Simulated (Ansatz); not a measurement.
Start from `BC(F)[SiH3]` and change one atom or group to get `BC(F)CC`.

Ansatz, PBE0-D4/def2-TZVP geometries, multiplicity 1. Each molecule was computed in one conformer, which needn't be the lowest.

```csv
property,`BC(F)[SiH3]`
HOMO–LUMO gap (B3LYP/def2-TZVPP) / eV,6.44
HOMO energy (B3LYP/def2-TZVPP) / eV,-8.20
LUMO energy (B3LYP/def2-TZVPP) / eV,-1.76
HOMO–LUMO gap (ωB97M-V/def2-TZVPP) / eV,11.05
LUMO energy (ωB97M-V/def2-TZVPP) / eV,0.36
HOMO energy (PBE/def2-TZVPP) / eV,-7.01
```

Q: What does the change do to each property? (An estimate is asked.)

A: Ansatz gave: 
```json
{"property": "HOMO–LUMO gap (B3LYP/def2-TZVPP) / eV", "`BC(F)CC`": "6.41", "shift": "-0.03"}
{"property": "HOMO energy (B3LYP/def2-TZVPP) / eV", "`BC(F)CC`": "-8.37", "shift": "-0.17"}
{"property": "LUMO energy (B3LYP/def2-TZVPP) / eV", "`BC(F)CC`": "-1.96", "shift": "-0.20"}
{"property": "HOMO–LUMO gap (ωB97M-V/def2-TZVPP) / eV", "`BC(F)CC`": "11.13", "shift": "0.08"}
{"property": "LUMO energy (ωB97M-V/def2-TZVPP) / eV", "`BC(F)CC`": "0.20", "shift": "-0.16"}
{"property": "HOMO energy (PBE/def2-TZVPP) / eV", "`BC(F)CC`": "-7.02", "shift": "-0.01"}
```

B3LYP here is the variant with VWN-RPA as its local correlation; programs differ in this.
